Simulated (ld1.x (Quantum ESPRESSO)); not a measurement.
Si, PAW: configuration errors across variants

- Element: silicon (Si)
- Generator: ld1.x (Quantum ESPRESSO) 7.5
- Type: PAW
- Functional: LDA (PZ)
- Relativity: fully relativistic
- Frozen core: [He]
- Valence charge: 12
- Reference configuration: 2s2 2p6 3s1 3p3
- Partial waves: 2s (bound): rcut 1.05, rcutus 1.10 bohr; 3s (bound): rcut 1.05, rcutus 1.10 bohr; 2p (bound): rcut 0.90, rcutus 1.15 bohr; 3p (bound): rcut 0.90, rcutus 1.15 bohr; 3d channel at -0.1 Ry: rcut 0.75, rcutus 1.00 bohr; 3d channel at 0.9 Ry: rcut 0.75, rcutus 1.00 bohr
- Local potential: all-electron potential smoothed inside 0.75 bohr (lloc = -1)
- Core correction: Bessel-smoothed model core inside 1.00 bohr
- Augmentation charge: PSQ, inside the norm-conserving radii

Open shells are filled in proportion to 2j + 1 (rel_dist='average').

All-electron excitation energies from the reference (eV): (1) 2s2 2p6 3s2 3p2 -6.806; (2) 2s2 2p6 3s2 3p1 1.023; (3) 2s2 2p6 3s2 3p0 17.137; (4) 2s2 2p6 3s1 3p2 8.436; (5) 2s2 2p6 3s0 3p4 6.973; (6) 2s2 2p6 3s1 3p0 51.282; (7) 2s2 2p6 3s0 3p0 96.380.

2 further variants failed, have other tests or too few solved ones, and are left out.

Errors AE − PS in meV (a dash: test not solved or not reliable):

| change | (1) | (2) | (3) | (4) | (5) | (6) | (7) | bound ghosts |
| --- | --- | --- | --- | --- | --- | --- | --- | --- |
| base | +3.0 | +3.4 | +7.2 | +0.3 | +6.5 | +6.0 | +4.5 | not determined |
| core correction a·sin(br)/r model core, default radius (ld1.x builds one for every PAW set, though the input has nlcc=.false.) | +3.0 | +3.4 | +7.2 | +0.3 | +6.5 | +6.0 | +4.5 | not determined |
| waves 2p (bound): rcut 0.90, rcutus 1.02 bohr; 3p (bound): rcut 0.90, rcutus 1.02 bohr | +0.8 | +1.2 | +2.6 | +0.1 | +1.0 | +1.3 | +0.6 | not determined |
| wave 3d channel at -0.1 Ry: rcut 0.75, rcutus 1.00 bohr becomes 3d channel at 1.08 Ry: rcut 0.75, rcutus 1.00 bohr | +3.0 | +3.4 | +7.2 | +0.3 | +6.5 | +6.0 | +4.5 | not determined |
| waves 3d channel at -0.1 Ry: rcut 0.74, rcutus 0.78 bohr; 3d channel at 0.9 Ry: rcut 0.74, rcutus 0.78 bohr | +3.0 | +3.4 | +7.2 | +0.3 | +6.5 | +6.0 | +4.5 | not determined |
| all radii but the core radius scaled by about 0.94 (s 1.04, p 1.08, d 0.94 bohr, rcut 1.00/0.84/0.70); local potential all-electron potential smoothed inside 0.70 bohr (lloc = -1) | +4.2 | +5.0 | +9.2 | +0.3 | +8.6 | +4.7 | +0.2 | not determined |

(1) Give the same row for: local potential all-electron potential smoothed inside 0.95 bohr (lloc = -1).

Answers

(1) –, –, –, –, –, –, –; bound ghosts: not determined. Not counted: 2s2 2p6 3s2 3p2 (solver errors, printed error -1896 eV).
